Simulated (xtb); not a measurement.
xtb input (GFN2-xTB):

```bash
xtb mol.xyz --gfn 2 --sp --chrg 0 --uhf 0
```
mol.xyz:
```
17

Si    -0.01874998    -0.10841950    -0.26929664
O     -0.35303730     1.48618049    -0.28669800
C      0.37833314     2.46044631    -1.01506904
O      1.48620311    -0.32750862     0.31543927
C      2.11114364    -1.58922916     0.49469222
O     -1.08178287    -0.86155627     0.70924618
C     -2.48914482    -0.86929764     0.52514459
H     -0.11425794    -0.66068261    -1.64102953
H      0.47187409     2.18420336    -2.07016023
H      1.37808788     2.58951184    -0.59415928
H     -0.15963450     3.40575871    -0.94923147
H      1.62743393    -2.15102157     1.29703047
H      2.07965643    -2.18519971    -0.42297066
H      3.15332772    -1.41528158     0.76106393
H     -2.92015781    -1.56526760     1.24431976
H     -2.90808785     0.12490974     0.69652398
H     -2.75879745    -1.19749943    -0.48374022
```

End of the output:

```
         :::::::::::::::::::::::::::::::::::::::::::::::::::::
         ::                     SUMMARY                     ::
         :::::::::::::::::::::::::::::::::::::::::::::::::::::
         :: total energy             -25.579116990846 Eh    ::
         :: gradient norm              0.024595714612 Eh/a0 ::
         :: HOMO-LUMO gap              8.300764203114 eV    ::
         ::.................................................::
         :: SCC energy               -25.795686683715 Eh    ::
         :: -> isotropic ES            0.075790679519 Eh    ::
         :: -> anisotropic ES          0.001438871417 Eh    ::
         :: -> anisotropic XC          0.000183396329 Eh    ::
         :: -> dispersion             -0.009870738259 Eh    ::
         :: repulsion energy           0.216569692869 Eh    ::
         :: add. restraining           0.000000000000 Eh    ::
         :: total charge              -0.000000000000 e     ::
         :::::::::::::::::::::::::::::::::::::::::::::::::::::

           -------------------------------------------------
          |                Property Printout                |
           -------------------------------------------------

    * Orbital Energies and Occupations

         #    Occupation            Energy/Eh            Energy/eV
      -------------------------------------------------------------
         1        2.0000           -0.7946120             -21.6225
       ...           ...                  ...                  ...
        10        2.0000           -0.5334649             -14.5163
        11        2.0000           -0.5242815             -14.2664
        12        2.0000           -0.5242815             -14.2664
        13        2.0000           -0.5189656             -14.1218
        14        2.0000           -0.5189656             -14.1218
        15        2.0000           -0.5178907             -14.0925
        16        2.0000           -0.4798690             -13.0579
        17        2.0000           -0.4392009             -11.9513
        18        2.0000           -0.4392008             -11.9513
        19        2.0000           -0.4390648             -11.9476
        20        2.0000           -0.4227695             -11.5041
        21        2.0000           -0.4227695             -11.5041
        22        2.0000           -0.4126729             -11.2294 (HOMO)
        23                         -0.1076254              -2.9286 (LUMO)
        24                         -0.1076254              -2.9286
        25                         -0.0920536              -2.5049
        26                          0.0045318               0.1233
        27                          0.0045318               0.1233
        28                          0.0564052               1.5349
        29                          0.1463548               3.9825
        30                          0.1474193               4.0115
        31                          0.1474195               4.0115
        32                          0.1748425               4.7577
        33                          0.1748425               4.7577
       ...                                ...                  ...
        43                          0.8065141              21.9464
      -------------------------------------------------------------
                  HL-Gap            0.3050475 Eh            8.3008 eV
             Fermi-level           -0.2601492 Eh           -7.0790 eV

     #   Z          covCN         q      C6AA      α(0)
     1  14 Si       3.432     0.636   100.698    19.618
     2   8 O        1.619    -0.357    20.053     6.044
     3   6 C        3.692     0.032    20.210     6.433
     4   8 O        1.619    -0.357    20.053     6.044
     5   6 C        3.692     0.032    20.210     6.433
     6   8 O        1.619    -0.357    20.053     6.044
     7   6 C        3.692     0.032    20.210     6.433
     8   1 H        0.913    -0.083     4.996     3.496
     9   1 H        0.924     0.036     2.497     2.471
    10   1 H        0.924     0.047     2.352     2.398
    11   1 H        0.925     0.056     2.242     2.341
    12   1 H        0.924     0.047     2.352     2.398
    13   1 H        0.924     0.036     2.497     2.471
    14   1 H        0.925     0.056     2.242     2.341
    15   1 H        0.925     0.056     2.242     2.341
    16   1 H        0.924     0.047     2.352     2.398
    17   1 H        0.924     0.036     2.497     2.471

 Mol. C6AA /au·bohr⁶  :       2760.034550
 Mol. C8AA /au·bohr⁸  :      73114.777068
 Mol. α(0) /au        :         82.176249

Wiberg/Mayer (AO) data.
largest (>0.10) Wiberg bond orders for each atom

 ---------------------------------------------------------------------------
     #   Z sym  total        # sym  WBO       # sym  WBO       # sym  WBO
 ---------------------------------------------------------------------------
     1  14 Si   4.255 --     2 O    1.130     6 O    1.130     4 O    1.130
                             8 H    0.864
     2   8 O    2.264 --     1 Si   1.130     3 C    0.989
     3   6 C    3.941 --     2 O    0.989     9 H    0.987    10 H    0.985
                            11 H    0.982
     4   8 O    2.264 --     1 Si   1.130     5 C    0.989
     5   6 C    3.941 --     4 O    0.989    13 H    0.987    12 H    0.985
                            14 H    0.982
     6   8 O    2.264 --     1 Si   1.130     7 C    0.989
     7   6 C    3.941 --     6 O    0.989    17 H    0.987    16 H    0.985
                            15 H    0.982
     8   1 H    0.993 --     1 Si   0.864
     9   1 H    0.999 --     3 C    0.987
    10   1 H    0.998 --     3 C    0.985
    11   1 H    0.997 --     3 C    0.982
    12   1 H    0.998 --     5 C    0.985
    13   1 H    0.999 --     5 C    0.987
    14   1 H    0.997 --     5 C    0.982
    15   1 H    0.997 --     7 C    0.982
    16   1 H    0.998 --     7 C    0.985
    17   1 H    0.999 --     7 C    0.987
 ---------------------------------------------------------------------------

Topologies differ in total number of bonds
Writing topology from bond orders to xtbtopo.mol

molecular dipole:
                 x           y           z       tot (Debye)
 q only:       -0.037      -0.214      -0.532
Note: The following floating-point exceptions are signalling: IEEE_UNDERFLOW_FLAG IEEE_DENORMAL
normal termination of xtb
   full:       -0.036      -0.206      -0.511       1.402
molecular quadrupole (traceless):
                xx          xy          yy          xz          yz          zz
 q only:        2.290      -0.167       1.353      -0.415      -2.401      -3.643
  q+dip:        0.826      -0.060       0.488      -0.150      -0.865      -1.313
   full:        2.393      -0.175       1.413      -0.434      -2.508      -3.806

           -------------------------------------------------
          | TOTAL ENERGY              -25.579116990846 Eh   |
          | GRADIENT NORM               0.024595714612 Eh/α |
          | HOMO-LUMO GAP               8.300764203114 eV   |
           -------------------------------------------------

------------------------------------------------------------------------
------------------------------------------------------------------------
 total:
 SCF:
```
